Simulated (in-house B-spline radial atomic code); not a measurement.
A fraction x of an electron is removed from 4f in Nd+, starting from [Xe] 4f4 6s1 and keeping the highest spin. All numbers are computed (scalar-relativistic (X2C) HSE06, spin-polarised, spherical fractional occupations; Fermi nucleus of rms radius 4.9123 fm) with a radial B-spline atomic code at the basis-set limit, not measured.

Caution: exact exchange at fractional occupations of open shells leaves self-interaction of up to several eV.

| x | E(x) - E(0) (eV) | 4f up level (eV) |
| --- | --- | --- |
| 0 | 0.0000 | -8.656 |
| 0.11 | 1.0299 | -10.077 |
| 0.25 | ? | ? |
| 0.29 | 3.0602 | -12.500 |
| 0.49 | ? | ? |
| 0.5 | 5.9939 | -15.464 |
| 0.52 | 6.3060 | -15.753 |
| 0.65 | 8.4776 | -17.663 |
| 0.82 | 11.6978 | -20.233 |
| 0.98 | 15.1335 | -22.723 |
| 1 | 15.5912 | -23.039 |

**Question.** What belongs in the row x = 0.25?

**Answer.** An energy change of 2.5712 eV; 4f up at -11.951 eV.

**Question.** What belongs in the row x = 0.49?

**Answer.** An energy change of 5.8400 eV; 4f up at -15.319 eV.

**Question.** Check Janak's theorem between x = 0.5 and 0.52.

**Answer.** The slope of the energy is 15.60 eV; the orbital levels give 15.61 eV (-ε of the emptying orbital, averaged over the two points).
